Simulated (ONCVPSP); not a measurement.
**Configuration tests for antimony (Sb) (ONCV)**

ONCVPSP 4.0.1 input, shortened (lines: element, Z, core and valence counts, functional; n l f; lmax; l rc ep ncon nbas qcut; lloc lpopt rc5 dvloc0; l nproj debl; icmod fcfact rcfact), PBE, non-relativistic:

```
  Sb 51.00    6    4        4      upf
    1    0    2.00
    2    0    2.00
    2    1    6.00
    3    0    2.00
    3    1    6.00
    3    2   10.00
    4    0    2.00
    4    1    6.00
    4    2   10.00
    5    0    2.00
    2
    0    1.40    0.00    4    8    9.30
    1    1.25    0.00    4    9   13.80
    2    1.30    0.00    4    8   11.40
    4    4    0.95    0.00
    0    2    3.70
    1    3    3.20
    2    2    2.90
    0    0.00    0.00
```

In the p channel the program set the typed energies aside and used -4.727, 0.250, 3.450 Ha.

Energies are relative to the spin-unpolarised reference configuration 4s2 4p6 4d10 5s2; without spin polarisation the order of configurations can differ from experiment.

| valence configuration | charge | ΔE all-electron (eV) | error AE − PS (meV) |
| --- | --- | --- | --- |
| 4s2 4p6 4d10 5s2 5p2 | +1 | -40.285 | +0.3 |
| 4s2 4p6 4d9 5s2 5p3 | +1 | -6.098 | +7.6 |

What are ΔE and the potential's error for 4s2 4p6 4d10 5s2 5p1?

ΔE = -24.322 eV all-electron; the error (AE − PS) is +0.1 meV.

What are ΔE and the potential's error for 4s2 4p6 4d10 5s2 5p3?

ΔE = -48.656 eV all-electron; the error (AE − PS) is +0.6 meV.
